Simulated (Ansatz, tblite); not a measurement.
Cost and result up the ladder for the cluster B6H⁺ (the lowest singlet isomer of a short search) (7 atoms). Charge 1, multiplicity 1. Geometry: PBE0-D4/def2-SVP.

```xyz
7

B    -1.431   -1.036   -0.491
B     0.785    0.455    0.845
B    -0.387   -0.557    1.210
B     1.188    1.058   -0.565
B    -1.634   -1.484    1.004
B    -0.203   -0.076   -0.525
H     1.684    1.639   -1.478
```

Ansatz on 4 threads of Arm Neoverse V2 on a shared host; xTB runs through tblite on one thread. Times are rough, summed over both states, and most runs start from the orbitals of an earlier one. No level here is sound enough to serve as a yardstick. The other state is a triplet.

The xTB rows come from tblite. The structure comes from a short search, and lower isomers may exist.

xTB has no spin-polarisation term.

```tsv
level	functions	wall time	vertical triplet (eV)	remarks
GFN1-xTB	26	0.006 s	0.85	–
GFN2-xTB	25	0.008 s	0.86	–
PBE-D4/def2-TZVP	192	3.7 s	1.17	restricted SCF unstable in HF (singlet)
PBE0-D4/def2-TZVP (with forces)	192	7.7 s	1.22	restricted SCF unstable in HF (singlet)
r2SCAN-D4/def2-TZVP	192	7.9 s	1.08	restricted SCF unstable in HF (singlet)
```
